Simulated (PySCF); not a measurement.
A made-up structure of LiBH₂Te, singlet:

```
atom    x (Å)    y (Å)    z (Å)
 Li1  -0.0033   0.2060   1.5016
 Te2   1.2058  -1.4184  -0.1692
  B3  -0.1154   0.0772  -0.4135
  H4  -0.3639   0.2438  -1.3392
  H5  -0.7232   0.8914   0.4204
```

It is relaxed with PBE-D4/def2-SVP and then PBE0-D4/def2-TZVP (PySCF 2.14 with density fitting (its default auxiliary sets; JK sets also for MP2 and CCSD(T))). Atoms count as bonded within 1.22 times the sum of their covalent radii (H–H: 0.88 Å). The end point is not checked to be a true minimum.

Question: Does its bonding change? (A judgement: the text doesn't fix the answer.)

Answer: Computed: No: no bond forms or breaks.

Where it ends: The first stage lowers the energy by 1.61 eV in 10 steps. It ends as LiBH₂Te ([H]1[Li]2[Te][BH]12):
```xyz
5
angstrom
Li 0.1015 0.1051 1.7421
Te 1.2012 -1.3805 0.1073
B -0.1481 0.0982 -0.4925
H -0.4664 0.3168 -1.6195
H -0.7005 0.8438 0.3219
```

Labels in which every atom is bracketed show which atoms are joined, not bond orders.

For scale, one of the runs: PBE0-D4/def2-TZVP relaxation, 107 basis functions, launched by `OMP_NUM_THREADS=2 python run.py`. Time: 28 s of wall clock on 2 CPU threads of an INTEL XEON PLATINUM 8581C; the host was shared. Peak host memory: 1.1 GiB.
